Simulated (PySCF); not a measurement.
Unknowns

Computed data (PySCF): couplings computed with B3LYP/pcJ-1 (spin–dipole term left out of most H,H and C,H couplings), geometry: GFN2-xTB, PBE0/pcSseg-1 with gauge-including orbitals. Equivalent nuclei averaged, no relativistic terms, one conformer, isolated molecule.

Scale: ¹H (σref 31.72), ¹³C (σref 186.93) against TMS (reference shieldings calculated alike). Multiplet labels drop J under 1 Hz and among equivalent protons, and merge close values. Unscaled 3J(H,H) run several per cent high. Splittings of carbon signals by F and P are missing where no couplings were computed. Where no couplings were computed, multiplicities follow the n + 1 count of equivalent neighbours, and m marks all less simple cases (inequivalent or close neighbours, rings, F or P nearby). One-bond C–F couplings are unscaled and too large by tens of Hz. Shifts are as computed. Against solution values, carbons near 30 ppm lie about +3 ppm off and those near 130 ppm about +5 ppm; carbons on Cl a further +6 ppm. Of 1211 compounds with measured shifts, 218 miss one by over three times the rms of a fit or turn the order of signals round; such compounds aren't used in these exercises. Carbons bonded to Cl come out too deshielded.

Q: C4H3FN2. ¹H NMR (300 MHz, computed): δ 8.78 (ddd, J = 4.6, 2.7, 1.1 Hz, 1H), 8.72 (dt, J = 10.8, 1.3 Hz, 1H), 8.54 (ddd, J = 2.7, 2.1, 1.5 Hz, 1H). ¹³C{¹H} NMR (computed): δ 170.9 (C, d, J = 327.4 Hz), 148.6 (CH, d, J = 5.8 Hz), 147.6 (CH), 138.8 (CH, d, J = 28.5 Hz). What is it?

A: SMILES Fc1cnccn1. The formula gives 4 degrees of unsaturation (1 ring in the answer). 4 carbon signals for 4 carbons: no two carbons are equivalent. Carbon types of the structure: 1 × C, 3 × CH, which accounts for all hydrogens. δC 170.9: aromatic carbon bearing fluorine; an ipso carbon deshielded by its heteroatom. δC 148.6, 147.6, 138.8: aromatic CH next to a ring nitrogen. δH 8.78, 8.72, 8.54: hydrogen on an aromatic CH next to a ring nitrogen; ring current plus the neighbouring ring nitrogen.

The shifts were computed for this structure.

Q: C7H11N. ¹H NMR (500 MHz, computed): δ 2.75 (m, 1H), 1.96 (m, 2H), 1.92 (m, 2H), 1.85 (m, 1H), 1.66 (m, 2H), 1.42 (m, 2H), 1.12 (m, 1H). ¹³C{¹H} NMR (computed): δ 126.7, 33.2, 30.1, 27.5, 26.2. Give a structure.

A: cyclohexanecarbonitrile. The formula gives 3 degrees of unsaturation (1 ring in the answer). 5 carbon signals for 7 carbons: some carbons are equivalent by symmetry or fast rotation. Carbon types of the structure: 1 × C, 1 × CH, 5 × CH2, which accounts for all hydrogens. δC 126.7: nitrile carbon; typical of a nitrile. δC 33.2, 30.1, 26.2: sp3 CH2 in a ring; a saturated carbon with 2 carbon neighbours and no heteroatom attached. δC 27.5: sp3 CH α to a nitrile; aliphatic region, no heteroatom directly attached. δH 2.75: hydrogen on an sp3 CH α to a nitrile.

The data come from this structure; uniqueness wasn't tested.

Q: C6H3ClF3P. ¹H NMR (600 MHz, computed): δ 9.26 (m, 1H), 8.20 (m, 1H), 8.07 (m, 1H). ¹³C{¹H} NMR (computed): δ 184.1 (C), 171.1 (CH), 139.8 (C), 136.4 (CH), 134.7 (CH), 132.2 (C). What is it?

A: `FC(F)(F)c1cccpc1Cl`. 6 carbon signals for 6 carbons: no two carbons are equivalent. Carbon types of the structure: 3 × C, 3 × CH, which accounts for all hydrogens. δC 171.1, 136.4, 134.7: aromatic CH. δC 139.8: substituted aromatic carbon. δC 132.2: CF3 carbon; 3 electronegative neighbours deshield it. δH 9.26, 8.20, 8.07: hydrogen on an aromatic CH; the ring current deshields protons in the ring plane.

This is the structure that produced the data.
